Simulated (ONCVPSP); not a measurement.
Transferability test, ONCV potential for technetium (Tc)

* Element: Tc
* Generator: ONCVPSP 4.0.1
* Type: optimised norm-conserving Vanderbilt (ONCV)
* Functional: PBE
* Relativity: scalar-relativistic
* Frozen core: [Ar] 3d10
* Valence charge: 15
* Reference configuration: 4s2 4p6 4d5 5s1 5p1
* Partial waves: 4s+5s: rc 1.65 bohr, ncon 4, nbas 8, qcut 7.1 1/bohr, 2 projectors; 4p+5p: rc 2.10 bohr, ncon 4, nbas 8, qcut 6.5 1/bohr, 2 projectors; 4d: rc 2.40 bohr, ncon 5, nbas 9, qcut 6.8 1/bohr, 1 projector
* Local potential: polynomial inside 1.55 bohr (lpopt 5, dvloc0 0 Ha)
* Core correction: Teter function fitted to the true core (icmod 2), fcfact 0.55

Energies are relative to the spin-unpolarised reference configuration 4s2 4p6 4d5 5s1 5p1; without spin polarisation the order of configurations can differ from experiment.

**Question.** Give the all-electron excitation energy and the error of the potential for: 4s2 4p6 4d5 5s2 5p0; 4s2 4p6 4d5 5s1 5p0; 4s2 4p6 4d5 5s0 5p0; 4s2 4p6 4d6 5s1 5p0.

**Answer.**

```
valence configuration  charge  ΔE all-electron (eV)  error AE − PS (meV)
  4s2 4p6 4d5 5s2 5p0       0                -3.754                 +0.1
  4s2 4p6 4d5 5s1 5p0      +1                 4.399                 -0.8
  4s2 4p6 4d5 5s0 5p0      +2                19.251                 -4.8
  4s2 4p6 4d6 5s1 5p0       0                -4.694                 +0.2
```

Levels in the configuration 4s2 4p6 4d5 5s1 5p0:

| level | all-electron (eV) | pseudo (eV) |
| --- | --- | --- |
| 4s | -80.945 | -80.956 |
| 4p | -52.923 | -52.930 |
| 4d | -14.096 | -14.098 |
| 5s | -11.394 | -11.394 |
